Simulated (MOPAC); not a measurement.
Input file for MOPAC: PM3 on C2H8OSe (a complex), monomers drawn apart or pushed together.

```
PM3 1SCF PRECISE CHARGE=0 THREADS=1
C2H8OSe

C      1.83532536 1     0.80634668 1     0.80194210 1
O      0.43781968 1     0.76896645 1     0.52308322 1
Se    -0.24134642 1    -0.88502539 1     0.22623493 1
H      2.09295559 1     0.17888515 1     1.65841008 1
H      2.06492450 1     1.84779556 1     1.03215612 1
H      2.42249826 1     0.48972677 1    -0.06533730 1
H      0.16878994 1    -0.97806809 1    -1.19631955 1
C     -0.03102696 1    -0.02876002 1     3.68214180 1
H      0.22376870 1    -1.00866660 1     3.27924758 1
H     -0.89581529 1    -0.12188159 1     4.33772573 1
H      0.81387824 1     0.35862935 1     4.25060848 1
H     -0.26296987 1     0.65144447 1     2.86430738 1
```

It printed:

```
*******************************************************************************
 **                                                                           **
 **                              MOPAC v23.2.5                                **
 **                                                                           **
 *******************************************************************************
 ** MOPAC's Digital Object Identifier: https://doi.org/10.5281/zenodo.6511958 **
 **                                                                           **
 ** Please cite the open-source release paper for use of this MOPAC version:  **
 ** J. E. Moussa and J. J. P. Stewart (2026)                                  **
 ** MOPAC: An open-source semiempirical molecular orbital program             **
 ** J. Open Source Softw., 11(119), 8025, https://doi.org/10.21105/joss.08025 **
 *******************************************************************************

                              PM3 CALCULATION RESULTS

 *******************************************************************************
 *  PM3        - The PM3 Hamiltonian to be used
 *
 *
 *
 *                 CHARGE ON SYSTEM = 0
 *
 *
 *
 *  PRECISE    - TIGHTER CRITERIA TO BE USED
 *  1SCF       - DO 1 SCF AND THEN STOP
 *  THREADS=1  - MULTI-THREADING NOT USED
 *  T=         - A TIME OF 172800.0 SECONDS REQUESTED
 *  DUMP=N     - RESTART FILE WRITTEN EVERY 7200.0 SECONDS REQUESTED
 *******************************************************************************
PM3 1SCF PRECISE CHARGE=0 THREADS=1
 C2H8OSe

   ATOM   CHEMICAL          X               Y               Z
  NUMBER   SYMBOL      (ANGSTROMS)     (ANGSTROMS)     (ANGSTROMS)

     1       C          1.83532536  *   0.80634668  *   0.80194210  *
     2       O          0.43781968  *   0.76896645  *   0.52308322  *
     3      Se         -0.24134642  *  -0.88502539  *   0.22623493  *
     4       H          2.09295559  *   0.17888515  *   1.65841008  *
     5       H          2.06492450  *   1.84779556  *   1.03215612  *
     6       H          2.42249826  *   0.48972677  *  -0.06533730  *
     7       H          0.16878994  *  -0.97806809  *  -1.19631955  *
     8       C         -0.03102696  *  -0.02876002  *   3.68214180  *
     9       H          0.22376870  *  -1.00866660  *   3.27924758  *
    10       H         -0.89581529  *  -0.12188159  *   4.33772573  *
    11       H          0.81387824  *   0.35862935  *   4.25060848  *
    12       H         -0.26296987  *   0.65144447  *   2.86430738  *



          CARTESIAN COORDINATES

    NO.       ATOM           X           Y           Z

     1         C          1.8353      0.8063      0.8019
     2         O          0.4378      0.7690      0.5231
     3        Se         -0.2413     -0.8850      0.2262
     4         H          2.0930      0.1789      1.6584
     5         H          2.0649      1.8478      1.0322
     6         H          2.4225      0.4897     -0.0653
     7         H          0.1688     -0.9781     -1.1963
     8         C         -0.0310     -0.0288      3.6821
     9         H          0.2238     -1.0087      3.2792
    10         H         -0.8958     -0.1219      4.3377
    11         H          0.8139      0.3586      4.2506
    12         H         -0.2630      0.6514      2.8643

  H: (PM3): J. J. P. STEWART, J. COMP. CHEM. 10, 209 (1989).
  C: (PM3): J. J. P. STEWART, J. COMP. CHEM. 10, 209 (1989).
  O: (PM3): J. J. P. STEWART, J. COMP. CHEM. 10, 209 (1989).
 Se: (PM3): J. J. P. STEWART, J. COMP. CHEM. 12, 320-341 (1991).

           Empirical Formula: C2 H8 O Se  =    12 atoms



      MOLECULAR POINT GROUP   :   C1


      RHF CALCULATION, NO. OF DOUBLY OCCUPIED LEVELS = 14


 -------------------------------------------------------------------------------
 PM3 1SCF PRECISE CHARGE=0 THREADS=1
 C2H8OSe



     1SCF WAS SPECIFIED, SO BFGS WAS NOT USED
     SCF FIELD WAS ACHIEVED


                              PM3 CALCULATION
                                                       MOPAC v23.2.5 Linux




          FINAL HEAT OF FORMATION =        -58.55825 KCAL/MOL =    -245.00772 KJ/MOL


          COSMO AREA              =        132.40 SQUARE ANGSTROMS
          COSMO VOLUME            =        120.85 CUBIC ANGSTROMS

          IONIZATION POTENTIAL    =          9.621533 EV
          HOMO LUMO ENERGIES (EV) =         -9.622 -0.855
          NO. OF FILLED LEVELS    =         14
          MOLECULAR WEIGHT        =        127.0446         POINT GROUP:  C1

          MOLECULAR DIMENSIONS (Angstroms)

            Atom       Atom       Distance
            H    10    H     7     5.70018
            H     5   Se     3     3.58550
            H     4    O     2     1.83344


          SCF CALCULATIONS        =          1





   ATOM   CHEMICAL          X               Y               Z
  NUMBER   SYMBOL      (ANGSTROMS)     (ANGSTROMS)     (ANGSTROMS)

     1       C          1.83532536  *   0.80634668  *   0.80194210  *
     2       O          0.43781968  *   0.76896645  *   0.52308322  *
     3      Se         -0.24134642  *  -0.88502539  *   0.22623493  *
     4       H          2.09295559  *   0.17888515  *   1.65841008  *
     5       H          2.06492450  *   1.84779556  *   1.03215612  *
     6       H          2.42249826  *   0.48972677  *  -0.06533730  *
     7       H          0.16878994  *  -0.97806809  *  -1.19631955  *
     8       C         -0.03102696  *  -0.02876002  *   3.68214180  *
     9       H          0.22376870  *  -1.00866660  *   3.27924758  *
    10       H         -0.89581529  *  -0.12188159  *   4.33772573  *
    11       H          0.81387824  *   0.35862935  *   4.25060848  *
    12       H         -0.26296987  *   0.65144447  *   2.86430738  *

                             CARTESIAN COORDINATES

   1    C        1.835325360     0.806346680     0.801942100
   2    O        0.437819680     0.768966450     0.523083220
   3   Se       -0.241346420    -0.885025390     0.226234930
   4    H        2.092955590     0.178885150     1.658410080
   5    H        2.064924500     1.847795560     1.032156120
   6    H        2.422498260     0.489726770    -0.065337300
   7    H        0.168789940    -0.978068090    -1.196319550
   8    C       -0.031026960    -0.028760020     3.682141800
   9    H        0.223768700    -1.008666600     3.279247580
  10    H       -0.895815290    -0.121881590     4.337725730
  11    H        0.813878240     0.358629350     4.250608480
  12    H       -0.262969870     0.651444470     2.864307380


           Empirical Formula: C2 H8 O Se  =    12 atoms



      MOLECULAR POINT GROUP   :   C1


                  EIGENVALUES
 -37.19861 -29.79032 -26.83021 -19.93403 -16.98235 -16.33535 -15.53123 -13.63164
 -13.51113 -13.38521 -12.96429 -11.98265 -10.98559  -9.62153  -0.85494  -0.06374
   3.27649   3.98300   4.00988   4.30132   4.46442   4.68046   4.70434   4.78745


              NET ATOMIC CHARGES AND DIPOLE CONTRIBUTIONS

  ATOM NO.   TYPE          CHARGE      No. of ELECS.   s-Pop       p-Pop
    1          C           0.051447        3.9486     1.13730     2.81126
    2          O          -0.308273        6.3083     1.85699     4.45129
    3         Se           0.171538        5.8285     1.88879     3.93967
    4          H           0.039637        0.9604     0.96036
    5          H           0.054042        0.9460     0.94596
    6          H           0.025817        0.9742     0.97418
    7          H          -0.036653        1.0367     1.03665
    8          C          -0.135974        4.1360     1.11664     3.01933
    9          H           0.034374        0.9656     0.96563
   10          H           0.031187        0.9688     0.96881
   11          H           0.026281        0.9737     0.97372
   12          H           0.046579        0.9534     0.95342
 DIPOLE           X         Y         Z       TOTAL
 POINT-CHG.     0.778    -0.897     0.360     1.241
 HYBRID         0.860     0.392    -0.870     1.285
 SUM            1.638    -0.504    -0.510     1.789


          ATOMIC ORBITAL ELECTRON POPULATIONS

     Atom    s        px        py        pz
    1  C   1.13730   0.81859   1.00361   0.98906
    2  O   1.85699   1.25619   1.28107   1.91403
    3 Se   1.88879   1.72686   1.11313   1.09967
    4  H   0.96036
    5  H   0.94596
    6  H   0.97418
    7  H   1.03665
    8  C   1.11664   1.00199   1.00925   1.00809
    9  H   0.96563
   10  H   0.96881
   11  H   0.97372
   12  H   0.95342

 **********************
 *                    *
 * JOB ENDED NORMALLY *
 *                    *
 **********************




 == MOPAC DONE ==
```

The run finished.

Cost: very roughly 0.03 core-seconds.
